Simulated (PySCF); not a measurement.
Dissociation curve of Be2, singlet.

UKS-TPSSh = unrestricted TPSSh/cc-pVTZ (PySCF); RKS-TPSSh = restricted TPSSh/cc-pVTZ in PySCF; UKS-r2SCAN = unrestricted r2SCAN/cc-pVTZ (PySCF 2.14.0); RKS-r2SCAN = restricted r2SCAN/cc-pVTZ (PySCF).

Scanned distances (Å): 1.87, 2.04, 2.15, 2.26, 2.40, 2.42, 2.52, 2.64, 2.68, 2.76, 2.91, 3.11, 3.42, 3.75, 4.12, 4.52, 5.06, 5.52, 6.20, 6.77, 7.42.

Where does the unrestricted solution first break spin symmetry (<S²> of 0.01 or more)?

UKS-TPSSh: already at 1.87 Å; UKS-r2SCAN: already at 1.87 Å.

```json
[
 {"R / Å": "1.87", "<S²> UKS-TPSSh": "0.70", "E(RKS-TPSSh) − E(UKS-TPSSh) / kJ/mol": "33.7", "<S²> UKS-r2SCAN": "0.78", "E(RKS-r2SCAN) − E(UKS-r2SCAN) / kJ/mol": "42.2"},
 {"R / Å": "2.04", "<S²> UKS-TPSSh": "0.65", "E(RKS-TPSSh) − E(UKS-TPSSh) / kJ/mol": "26.1", "<S²> UKS-r2SCAN": "0.73", "E(RKS-r2SCAN) − E(UKS-r2SCAN) / kJ/mol": "33.1"},
 {"R / Å": "2.15", "<S²> UKS-TPSSh": "0.62", "E(RKS-TPSSh) − E(UKS-TPSSh) / kJ/mol": "21.6", "<S²> UKS-r2SCAN": "0.69", "E(RKS-r2SCAN) − E(UKS-r2SCAN) / kJ/mol": "27.6"},
 {"R / Å": "2.26", "<S²> UKS-TPSSh": "0.58", "E(RKS-TPSSh) − E(UKS-TPSSh) / kJ/mol": "17.2", "<S²> UKS-r2SCAN": "0.65", "E(RKS-r2SCAN) − E(UKS-r2SCAN) / kJ/mol": "22.4"},
 {"R / Å": "2.40", "<S²> UKS-TPSSh": "0.52", "E(RKS-TPSSh) − E(UKS-TPSSh) / kJ/mol": "12.1", "<S²> UKS-r2SCAN": "0.60", "E(RKS-r2SCAN) − E(UKS-r2SCAN) / kJ/mol": "16.3"},
 {"R / Å": "2.42", "<S²> UKS-TPSSh": "0.51", "E(RKS-TPSSh) − E(UKS-TPSSh) / kJ/mol": "11.4", "<S²> UKS-r2SCAN": "0.59", "E(RKS-r2SCAN) − E(UKS-r2SCAN) / kJ/mol": "15.5"},
 {"R / Å": "2.52", "<S²> UKS-TPSSh": "0.45", "E(RKS-TPSSh) − E(UKS-TPSSh) / kJ/mol": "8.1", "<S²> UKS-r2SCAN": "0.54", "E(RKS-r2SCAN) − E(UKS-r2SCAN) / kJ/mol": "11.8"},
 {"R / Å": "2.64", "<S²> UKS-TPSSh": "0.38", "E(RKS-TPSSh) − E(UKS-TPSSh) / kJ/mol": "4.8", "<S²> UKS-r2SCAN": "0.47", "E(RKS-r2SCAN) − E(UKS-r2SCAN) / kJ/mol": "8.0"},
 {"R / Å": "2.68", "<S²> UKS-TPSSh": "0.35", "E(RKS-TPSSh) − E(UKS-TPSSh) / kJ/mol": "3.8", "<S²> UKS-r2SCAN": "0.45", "E(RKS-r2SCAN) − E(UKS-r2SCAN) / kJ/mol": "6.9"},
 {"R / Å": "2.76", "<S²> UKS-TPSSh": "0.28", "E(RKS-TPSSh) − E(UKS-TPSSh) / kJ/mol": "2.2", "<S²> UKS-r2SCAN": "0.40", "E(RKS-r2SCAN) − E(UKS-r2SCAN) / kJ/mol": "5.0"},
 {"R / Å": "2.91", "<S²> UKS-TPSSh": "0.12", "E(RKS-TPSSh) − E(UKS-TPSSh) / kJ/mol": "0.4", "<S²> UKS-r2SCAN": "0.30", "E(RKS-r2SCAN) − E(UKS-r2SCAN) / kJ/mol": "2.5"},
 {"R / Å": "3.11", "<S²> UKS-TPSSh": "0.00", "E(RKS-TPSSh) − E(UKS-TPSSh) / kJ/mol": "0.0", "<S²> UKS-r2SCAN": "0.18", "E(RKS-r2SCAN) − E(UKS-r2SCAN) / kJ/mol": "0.8"},
 {"R / Å": "3.42", "<S²> UKS-TPSSh": "0.00", "E(RKS-TPSSh) − E(UKS-TPSSh) / kJ/mol": "0.0", "<S²> UKS-r2SCAN": "0.01", "E(RKS-r2SCAN) − E(UKS-r2SCAN) / kJ/mol": "0.0"},
 {"R / Å": "3.75", "<S²> UKS-TPSSh": "0.00", "E(RKS-TPSSh) − E(UKS-TPSSh) / kJ/mol": "0.0", "<S²> UKS-r2SCAN": "0.00", "E(RKS-r2SCAN) − E(UKS-r2SCAN) / kJ/mol": "0.0"},
 {"R / Å": "4.12", "<S²> UKS-TPSSh": "0.00", "E(RKS-TPSSh) − E(UKS-TPSSh) / kJ/mol": "0.0", "<S²> UKS-r2SCAN": "0.00", "E(RKS-r2SCAN) − E(UKS-r2SCAN) / kJ/mol": "0.0"},
 {"R / Å": "4.52", "<S²> UKS-TPSSh": "0.00", "E(RKS-TPSSh) − E(UKS-TPSSh) / kJ/mol": "0.0", "<S²> UKS-r2SCAN": "0.00", "E(RKS-r2SCAN) − E(UKS-r2SCAN) / kJ/mol": "0.0"},
 {"R / Å": "5.06", "<S²> UKS-TPSSh": "0.00", "E(RKS-TPSSh) − E(UKS-TPSSh) / kJ/mol": "0.0", "<S²> UKS-r2SCAN": "0.00", "E(RKS-r2SCAN) − E(UKS-r2SCAN) / kJ/mol": "0.0"},
 {"R / Å": "5.52", "<S²> UKS-TPSSh": "0.00", "E(RKS-TPSSh) − E(UKS-TPSSh) / kJ/mol": "0.0", "<S²> UKS-r2SCAN": "0.00", "E(RKS-r2SCAN) − E(UKS-r2SCAN) / kJ/mol": "0.0"},
 {"R / Å": "6.20", "<S²> UKS-TPSSh": "0.00", "E(RKS-TPSSh) − E(UKS-TPSSh) / kJ/mol": "0.0", "<S²> UKS-r2SCAN": "0.00", "E(RKS-r2SCAN) − E(UKS-r2SCAN) / kJ/mol": "0.0"},
 {"R / Å": "6.77", "<S²> UKS-TPSSh": "0.00", "E(RKS-TPSSh) − E(UKS-TPSSh) / kJ/mol": "0.0", "<S²> UKS-r2SCAN": "0.00", "E(RKS-r2SCAN) − E(UKS-r2SCAN) / kJ/mol": "0.0"},
 {"R / Å": "7.42", "<S²> UKS-TPSSh": "0.00", "E(RKS-TPSSh) − E(UKS-TPSSh) / kJ/mol": "0.0", "<S²> UKS-r2SCAN": "0.00", "E(RKS-r2SCAN) − E(UKS-r2SCAN) / kJ/mol": "0.0"}
]
```
